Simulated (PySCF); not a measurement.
## Heteronuclear NMR

Atom-mapped SMILES (the numbers label the heavy atoms): `[O:1]=[C:2]=[N:3][c:4]1[cH:5][cH:6][cH:7][c:8]([F:9])[cH:10]1`; H(Xn) means a hydrogen on atom n.

One computed conformer, gas phase, no relativistic terms. Geometry from GFN2-xTB; PBE0/pcSseg-1 with gauge-including orbitals; PySCF 2.14.0 with density-fitted response routines.

Q: Predict the $^{19}$F NMR data.

A: 
```json
{"atoms": "F9", "environment": "aryl fluorine", "σ (ppm)": "283.6", "δ (ppm)": "-109.9"}
```

Shieldings were converted by a linear fit to measured shifts: $^{19}$F: δ = 146.13 − 0.903σ +14.6 on sp3 carbon (rms 6.0 ppm, 223 shifts, 7.0 ppm with the 5 outliers that the fit left out vs CFCl3, solution or neat liquid). A few per cent of atoms miss by over 2 rms, more outside the fitted compound classes.

On a 500 MHz spectrometer $^{19}$F resonates near 470.5 MHz, so 1 ppm is 470.5 Hz.

Q: What are the $^{15}$N shifts?

A: 
```tsv
atoms	environment	σ (ppm)	δ (ppm)
N3	heterocumulene nitrogen	201.8	-334.0
```

Shieldings were converted by a linear fit to measured shifts: $^{15}$N: δ = -148.07 − 0.921σ (rms 6.3 ppm, 71 shifts vs CH3NO2, solution or neat liquid). Occasional misses reach two or three times the rms, and more in compound classes unlike the fitted ones.

On a 400 MHz spectrometer $^{15}$N resonates near 40.5 MHz, so 1 ppm is 40.5 Hz.

Q: Predict the $^{17}$O NMR data.

A: 
| atoms | environment | σ (ppm) | δ (ppm) |
| --- | --- | --- | --- |
| O1 | carbonyl oxygen | 169.0 | 112.8 |

Shieldings were converted by a linear fit to measured shifts: $^{17}$O (scatter 10.7 ppm rms, 12.2 ppm with the 3 outliers that the fit left out vs liquid water, solution or neat liquid). A few per cent of atoms miss by over 2 rms, more outside the fitted compound classes.

On a 400 MHz spectrometer $^{17}$O resonates near 54.2 MHz, so 1 ppm is 54.2 Hz.
